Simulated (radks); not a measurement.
All-electron atom: neutral bromine in [Ar] 3d10 4s2 4p5 (the NIST ground configuration). Method: Dirac Kohn-Sham, LDA (Slater exchange, Perdew-Wang correlation), spin-unpolarised, spherical densities, finite nucleus; open shells are shared between the two j in proportion to 2j + 1; Fermi nuclear charge, rms radius 4.1629 fm; computed with a radial shooting solver on a logarithmic mesh with Libxc functionals. Some entries of the table are withheld. Estimate them.

orbital,occ.,eigenvalue (eV),<r> (bohr),r(max) (bohr)
1s1/2,2,-13291.04,0.04280,0.02795
2s1/2,2,-1729.687,0.1896,0.1595
2p1/2,2,-1559.111,(1),0.1252
2p3/2,4,-1511.702,(2),0.1285
3s1/2,2,-237.0915,0.5525,0.4847
3p1/2,2,-177.7694,0.5577,0.4755
3p3/2,4,-170.9253,0.5683,0.4842
3d3/2,4,-67.6177,0.5885,0.4280
3d5/2,6,-66.5307,0.5926,0.4308
4s1/2,2,-20.3132,1.670,1.412
4p1/2,1.66667,-8.3471,2.069,(3)
4p3/2,3.33333,-7.8371,2.120,(4)

Answer. 
(1) 2p1/2 <r> (bohr): 0.1629
(2) 2p3/2 <r> (bohr): 0.1668
(3) 4p1/2 r(max) (bohr): 1.636
(4) 4p3/2 r(max) (bohr): 1.672
